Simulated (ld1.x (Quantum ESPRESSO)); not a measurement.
zirconium (Zr): RRKJ pseudisation with PBEsol, scalar-relativistic reference atom.

ld1.x (Quantum ESPRESSO) 7.5 input, shortened:

```
&input
   title='Zr', zed=40., rel=1, dft='PBESOL', iswitch=3,
   config='[Kr] 4d1 5s0 5p0'
 /
 &inputp
   pseudotype=2, tm=.false., lloc=1,
   nlcc=.false.
 /
3
5S  1  0   0.00   0.00  2.80  2.80  0.0
4D  3  2   1.00   0.00  1.80  1.80  0.0
4P  2  1   6.00   0.00  1.85  1.85  0.0
 &test
   configts(1)='4p6 4d1 5s0 5p0'
 /
```

All-electron outer shells of the reference configuration (PBEsol, scalar-relativistic, ld1.x):

```tsv
shell	level (eV)	outermost node (bohr)	outermost maximum (bohr)
4s	-81.50	0.55	1.08
4p	-59.14	0.56	1.17
4d	-28.16	0.58	1.49
5s	-24.09	1.43	2.68
5p	-18.75	1.60	3.11
```

Problem. Does this generation succeed?

Solution. No. ld1.x (Quantum ESPRESSO) 7.5 stopped with "compute_phi: phi has nodes before r_c": the RRKJ expansion in Bessel functions gave a pseudo-wave with a node inside its radius. Before that it printed "This function has    1 nodes for 0 < r <    2.818".
